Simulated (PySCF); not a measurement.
Atomic charges by several schemes

Compound: C9H16P (charge +1).
Cartesian coordinates in Å at the PBE0-D3(BJ)/def2-SVP level; atoms count from 1:
```xyz
26
C9H16P angstrom
C     -1.2863    0.8034    1.1422
C     -1.4300   -0.2591    0.0531
C     -2.3398    0.2167   -1.0821
C     -1.9173   -1.5910    0.6292
P      0.2381   -0.5554   -0.6720
C      1.4144   -1.1704    0.5080
C      2.5270   -0.4788    0.7985
C      2.9581    0.8127    0.1988
C      2.1245    1.3945   -0.8876
C      0.9687    0.9077   -1.3651
H     -0.6060    0.4806    1.9450
H     -0.9265    1.7621    0.7395
H     -2.2728    0.9812    1.5967
H     -2.0052    1.1719   -1.5143
H     -2.4269   -0.5280   -1.8885
H     -3.3506    0.3808   -0.6781
H     -1.2959   -1.9338    1.4700
H     -1.9601   -2.3872   -0.1306
H     -2.9394   -1.4546    1.0148
H      0.0449   -1.5176   -1.6925
H      1.2017   -2.1248    0.9970
H      3.2060   -0.8993    1.5489
H      3.9947    0.7011   -0.1724
H      3.0677    1.5631    1.0061
H      2.5150    2.3134   -1.3395
H      0.4428    1.4084   -2.1824
```

Density: PBE0/pcSseg-1 (PySCF); schemes: Mulliken, IAO, Hirshfeld and ESP-fitted. Isolated species at its PBE0-D3(BJ)/def2-SVP geometry, gas phase.

Problem. Atoms with like bonding are taken together and averaged. At which atom do the 4 schemes differ most?

Solution. At C2: from -0.792 (Mulliken) to +0.274 e (ESP-fitted), 1.066 e apart.

Problem. Which atoms carry the lowest charge in the Mulliken, IAO, Hirshfeld and ESP-fitted schemes?

Solution. The schemes don't all agree: Mulliken C2 (-0.792); IAO C1/C3/C4 (-0.421); Hirshfeld C1/C3/C4 (-0.106); ESP-fitted C6/C10 (-0.535).

Problem. Give the atomic charges in each scheme.

Solution. In e; atoms taken as equivalent share a row and are averaged (×n: the atom named and its like, n in all):

| atom | environment | Mulliken | IAO | Hirshfeld | ESP-fitted |
| --- | --- | --- | --- | --- | --- |
| C1/C3/C4 | methyl carbon | -0.163 | -0.421 | -0.106 | -0.500 |
| C2 | sp3 carbon bound to phosphorus | -0.792 | -0.124 | +0.003 | +0.274 |
| P5 | phosphonium phosphorus | +0.801 | +1.049 | +0.436 | +0.749 |
| C6/C10 | alkene CH carbon | -0.393 | -0.416 | -0.087 | -0.535 |
| C7/C9 | alkene CH carbon | -0.069 | -0.058 | +0.027 | +0.149 |
| C8 | allylic carbon | -0.200 | -0.289 | -0.046 | -0.253 |
| H11 (×9) | methyl hydrogen | +0.150 | +0.156 | +0.056 | +0.158 |
| H20 | P–H hydrogen | +0.153 | +0.013 | +0.047 | +0.042 |
| H21/H26 | vinylic hydrogen | +0.180 | +0.191 | +0.076 | +0.235 |
| H22/H25 | vinylic hydrogen | +0.165 | +0.189 | +0.085 | +0.133 |
| H23 | methylene hydrogen | +0.205 | +0.200 | +0.086 | +0.157 |
| H24 | methylene hydrogen | +0.204 | +0.200 | +0.085 | +0.150 |

Mean size of the charges over all atoms: ESP-fitted 0.256 e, IAO 0.240 e, Mulliken 0.223 e, Hirshfeld 0.080 e. Each set sums to the total charge, 1, to within 0.001 e. The IAO scheme counts the electrons in orthogonalised intrinsic atomic orbitals, a minimal basis polarised so that it spans the occupied orbitals exactly.

Some averages cover members that differ in this geometry: C1/C3/C4, ESP-fitted -0.549 to -0.416; H11 (×9), ESP-fitted +0.126 to +0.200 e.

Problem. How closely do the schemes follow one another over all atoms?

Solution. Correlation coefficient and root-mean-square difference: IAO with Hirshfeld 0.98, 0.210 e; IAO with ESP-fitted 0.92, 0.126 e; Hirshfeld with ESP-fitted 0.88, 0.222 e; Mulliken with IAO 0.84, 0.169 e; Mulliken with Hirshfeld 0.80, 0.211 e; Mulliken with ESP-fitted 0.64, 0.252 e.

Problem. How many electrons does the ESP-fitted scheme count on C3?

Solution. Its own charge is -0.549 e, so Z − q = 6.549.

Problem. Sum the charges by element, for elements with more than one atom.

Solution. 
```
element  atoms  Mulliken     IAO  Hirshfeld  ESP-fitted
      C      9    -2.404  -2.624     -0.479      -2.252
      H     16    +2.603  +2.575     +1.042      +2.504
```

The run behind these numbers computed NMR shieldings as well. Hardware: an Arm Neoverse V1 with one thread, shared host with 32 logical CPUs at a one-minute load of 25. Cost: 79 s, 1.3 GiB resident at most.
